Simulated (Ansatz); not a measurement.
Abridged output of a molecular run in Ansatz:

```
Functional definition: HF
1425 factors; integrals over basis functions are off by at most 9.8e-4 eV
mean field evaluation 1: about -6563.5362 eV, gradient 4.0e1 eV
mean field evaluation 2: about -6563.7194 eV, gradient 4.0e1 eV
mean field evaluation 4: about -6567.4707 eV, gradient 3.7e0 eV
mean field evaluation 8: about -6567.5257 eV, gradient 2.4e-1 eV
mean field -6567.52591916 eV, -241.3521259001 hartree, gradient 2.2e-6 eV, S^2 0.000000; 0 other end points of the search recorded, 0 dependent functions left out
5 core orbitals not correlated: weight in the atoms' cores, before any rotation towards them, 1.000 or more for the frozen orbitals, at most 0.000 for the correlated occupied ones
reference -6567.52591916 eV, -241.3521259001 hartree; 14, 14 occupied and 220, 220 virtual orbitals, 1425 factors
second order -23.17809886 eV of doubles, -0.00000000 eV of singles
cycle   1  -23.54375099 eV  change   -3.7e-1 eV  update   9.5e-2
cycle   2  -24.03785862 eV  change   -4.9e-1 eV  update   2.7e-2
cycle   3  -24.14865312 eV  change   -1.1e-1 eV  update   1.4e-2
cycle   4  -24.14132188 eV  change    7.3e-3 eV  update   3.4e-3
cycle   5  -24.13983585 eV  change    1.5e-3 eV  update   1.5e-3
cycle   6  -24.14031963 eV  change   -4.8e-4 eV  update   4.2e-4
cycle   7  -24.14010309 eV  change    2.2e-4 eV  update   1.5e-4
cycle   8  -24.14003351 eV  change    7.0e-5 eV  update   4.4e-5
cycle   9  -24.14004646 eV  change   -1.3e-5 eV  update   1.6e-5
perturbative correction -0.91746344 eV, -0.0337161595 hartree
Total energy: -6592.58342906 eV, -242.2729724044 hartree
```

Its atoms:

```xyz
11

F    -1.960    0.790   -1.284
B    -0.923    0.456   -0.540
C    -0.767   -0.450    0.733
C     0.736   -0.502    0.325
C     0.626    0.657   -0.711
H    -0.914    0.105    1.665
H    -1.306   -1.395    0.816
H     1.448   -0.341    1.135
H     0.981   -1.446   -0.163
H     0.976    1.607   -0.295
H     1.102    0.520   -1.683
```

Q: Which basis set was used?
A. cc-pV(D+d)Z
B. def2-SVP
C. def2-TZVPP
D. cc-pV(Q+d)Z

A: C. It gives 239 functions.

Q: Write the keys of the input that set method, charge and spin (a neutral closed shell needs none for the last two).

A: 
```yaml
correlation: {method: ccsd_t}
```
